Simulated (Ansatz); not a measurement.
`CCB(F)Br` → `FBBr` + `C=C` at 600 K and 1 bar (β-hydride elimination).

Isolated molecules relaxed with PBE0-D4/def2-TZVP in Ansatz; ΔE leaves out vibrations. CBS: MP2 limit from def2 TZ/QZ plus the TZ coupled-cluster correction, frozen cores. This one scheme is used for every species. For Br outer-core shells are correlated without core-valence functions, which leaves a few kJ/mol of doubt a bond. Scalar relativity is left out up to krypton. Each species was taken in one conformer, which may not be the lowest.

```json
{"species": "`CCB(F)Br`", "CCSD(T)/CBS energy (Eh)": "-2777.13014", "H − E (kJ/mol)": "246.9", "S (J/(mol·K))": "429.6"}
{"species": "`FBBr`", "CCSD(T)/CBS energy (Eh)": "-2698.59010", "H − E (kJ/mol)": "70.1", "S (J/(mol·K))": "312.6"}
{"species": "`C=C`", "CCSD(T)/CBS energy (Eh)": "-78.48111", "H − E (kJ/mol)": "161.6", "S (J/(mol·K))": "257.2"}
```

H − E and S are ideal-gas, rigid-rotor, harmonic terms from PBE0-D4/def2-TZVP, for one conformer and one mirror image of each species. 1 Eh = 2625.50 kJ/mol, R = 8.31446 J/(mol·K).

By hand: ΔE, ΔH, ΔS and ΔG.

ΔE = (-2698.59010) + (-78.48111) − (-2777.13014) = 0.05893 Eh = 154.7 kJ/mol. Δ(H − E) = 70.1 + 161.6 − 246.9 = -15.2, so ΔH = 139.5 kJ/mol. ΔS = 312.6 + 257.2 − 429.6 = 140.2 J/(mol·K). ΔG = 139.5 − 600 × (140.2)/1000 = 55.4 kJ/mol.

By hand: the equilibrium constant, and the temperature at which ΔG would vanish if ΔH and ΔS stayed fixed.

log₁₀ K = −ΔG/(RT ln 10) = -4.8. ΔG = 0 at ΔH/ΔS = 995 K.

The number of gas molecules changes by +1, which sets the sign of ΔS. A doubt of 5 kJ/mol in ΔE shifts log₁₀ K by 0.4 here. Other conformers and mirror images would add mixing entropy, several J/(mol·K) or more a flexible species. Modes under 60 cm⁻¹, often nearly free rotors, make the harmonic entropy too high. These are equilibria of isolated gas molecules and say nothing of rates. Largest T1 diagnostic: 0.011 (customary marks: 0.02 for closed shells, 0.045 for open ones).
